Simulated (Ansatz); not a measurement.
Input file for Ansatz (a program for electronic structure): U-CCSD(T)/cc-pV(D+d)Z on SiC, 2S+1 = 3, a point of a bond scan (R = 1.885 Å). Files ending in .json are basis or fitting sets from the Basis Set Exchange.

Ansatz 0.2 input:
```yaml
crystal:
  periodic: [false, false, false]
  atoms:
    - {symbol: Si, position_ang: [-0.00000000, -0.00000000, -0.51408316]}
    - {symbol: C, position_ang: [0.00000000, 0.00000000, 1.37088841]}
basis:
  gaussian:
    orbitals: cc-pV_D+d_Z.json
magnetization: {spin_polarized: true, initial_magnetization: 2}
correlation: {method: ccsd_t, electrons: outside_noble_gas}
scf: {omitted_lower_state_checks: [cluster_reference]}
```

Task: What total energy does the run end on?

Result: -326.8068 hartree (reference determinant -326.6260, T1 diagnostic 0.093). Its determinant has ⟨S²⟩ = 2.72, a mixture of spin states.
